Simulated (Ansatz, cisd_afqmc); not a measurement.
System: GeI₂, charge 0, singlet. GeI2 (SMILES [I][Ge][I]).
B3LYP-D3(BJ)/def2-TZVP minimum from Ansatz (an electronic-structure program):
```xyz
3

Ge     0.0170     0.0000     1.2404
I      1.0196    -1.7356    -0.3885
I     -1.0299     1.7355    -0.3605
```
Charge 0, spin multiplicity 1.

Atomisation energy term by term, kcal/mol (programs: Ansatz, cisd_afqmc). UHF or UKS for unpaired electrons; spin-orbit terms are left out. Cores are frozen in correlated methods (noble-gas shells, and filled d and f shells in the p block). Past Kr the def2 sets carry scalar-relativistic core potentials. AFQMC is phaseless with a CISD trial state; ± is one standard error, without the phaseless bias. Outlying blocks are dropped, and bars are widened where a walk drifts. Over all cases where full CI ran beside it in this data, AFQMC minus full CI had a median of +0.1 mEh and passed +0.4 mEh in a tenth of the cases. CBS(X,Y): correlation extrapolated as X^-3, Hartree-Fock from the larger set. A bracket is a step between two methods taken in the basis named. Spin-orbit terms, left out, reach several kcal/mol for Br and I, and more for heavier atoms.

```
term                                     basis  kcal/mol
------------------  --------------------------  --------
Hartree-Fock                        def2-QZVPP     84.65
CCSD correlation    CBS(def2-TZVPP,def2-QZVPP)     50.19
(T)                 CBS(def2-TZVPP,def2-QZVPP)      7.63
CCSDT(Q) - CCSD(T)                  def2-TZVPP      0.49
sum: De                                            143.0
```

The step beyond CCSD(T) by other levels: AFQMC/CISD in def2-SVP 0.78 ± 0.26; CCSDT(Q) in def2-SVP 0.73 kcal/mol.
